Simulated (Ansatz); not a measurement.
Mulliken charges of CH5BSSi, SMILES `BC([SiH3])=S` from B3LYP/def2-TZVPP in Ansatz (PBE0-D4/def2-TZVP geometry).

```csv
atom,x (Å),y (Å),z (Å),charge (e)
B1,-0.814,1.185,-0.965,-0.163
C2,0.073,0.053,-0.417,0.026
Si3,0.579,-0.949,1.072,0.288
S4,0.572,-0.025,-1.969,-0.079
H5,-0.439,2.316,-0.849,0.029
H6,-1.946,0.933,-1.264,0.029
H7,1.612,-1.946,0.703,-0.047
H8,-0.644,-1.616,1.586,-0.042
H9,1.095,0.003,2.087,-0.042
```

Problem. By hand: the dipole of these point charges (1 e Å = 4.8032 D).

Solution. Σ q r = (0.092, -0.210, 0.362) e Å, of length 0.428 e Å = 2.06 D.

Problem. How does the dipole of the full density compare? (An estimate is asked.)

Solution. Ansatz gave: (0.197, -0.288, 0.244) e Å, 2.05 D; the point charges give 1.00 times that, at 24° from its direction.

Point charges leave out the atoms' own dipoles, such as those of lone pairs, and Mulliken's split depends on the basis, so the two needn't agree.

B3LYP here is the variant with VWN-RPA as its local correlation; programs differ in this.
